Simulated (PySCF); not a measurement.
## How methods differ on the excitation energy of Ni²⁺

Ni²⁺ [Ar] 3d8 (3F) → Ni²⁺ [Ar] 3d7 4p1 (high-spin determinant), as a difference of total energies. Computed with PySCF 2.14 in ANO-RCC-VTZP (6s5p3d2f1g, 59 functions), with the spin-free X2C one-electron Hamiltonian (Gaussian nucleus). Correlated levels: valence: [Ar] frozen; valence and next inner shell: [Ne] frozen. The calculations carry no spin-orbit coupling.

```
                                method  excitation energy (eV)
                                   UHF                  12.012
                                   LDA                  13.973
                                   PBE                  13.668
                                  PBE0                  13.487
                                r2SCAN                  13.573
                                 HSE06                  13.447
                               wB97M-V                  13.732
                             CAM-B3LYP                  13.663
                         MP2 (valence)                  13.827
                     SCS-MP2 (valence)                  13.915
    MP2 (valence and next inner shell)                  14.206
SCS-MP2 (valence and next inner shell)                  14.109
```

**Question.** How much does correlation contribute at MP2 (valence and next inner shell)?

**Answer.** 14.206 − (12.012) = 2.194 eV, measured against UHF.

A first-order spin-orbit estimate (lowest level to lowest level, LS coupling) adds 0.031 eV.

The basis was made for the ground configuration and has no added diffuse functions, so the excitation energy can come out too high.

The determinant of the upper state mixes LS terms, which raises its energy above the lowest term, most at the Hartree-Fock and MP2 levels.
